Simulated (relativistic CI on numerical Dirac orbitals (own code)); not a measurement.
**Zr³⁺: M2,3 absorption edge**

Computed with this model: Dirac-Coulomb-Breit CI, separate exchange-only KLI orbitals for each configuration, model QED (radiative potential, 1s self-energy scaled to tabulated hydrogen-like ionisation energies), multiplet model of core-to-valence dipole absorption, unscaled Slater integrals; configurations [Kr] 4d → [Ne] 3s2 3p5 3d10 4s2 4p6 4d2; 300 K; Lorentzian 1.2 eV and Gaussian 0.4 eV FWHM. Energies are those of the free ion, without screening or charge transfer. The branching ratio is the share of the lower-energy edge in the whole absorption, uncertain by about 0.02 where the edges overlap. S is read from ⟨S²⟩ = S(S + 1).

Field parameters in Wybourne normalisation: D3d B²₀ = −7Dσ, B⁴₀ = −14Dq − 21Dτ, B⁴₃ = −14√(10/7) Dq; Oh B⁴₀ = 21Dq, B⁴₄ = √(5/14) B⁴₀; Td as Oh with Dq negative (B⁴₀ = 21Dq, B⁴₄ = √(5/14) B⁴₀). The field is a parameter set, without covalency.

Peaks in eV (height, largest 100): 335.0 (100), 339.2 (83), 340.2 (92), 348.5 (43), 349.8 (29), 353.0 (30), 354.2 (35).

Q: Which surroundings give this spectrum?
A. Oh, 10Dq = 40550 cm⁻¹
B. D3d, 10Dq = 44700, Dσ = 1070, Dτ = 270 cm⁻¹
C. Oh, 10Dq = 36800 cm⁻¹
D. Td, 10Dq = -8150 cm⁻¹

A: C. Oh, 10Dq = 36800 cm⁻¹, where the ground state has S = 0.50.
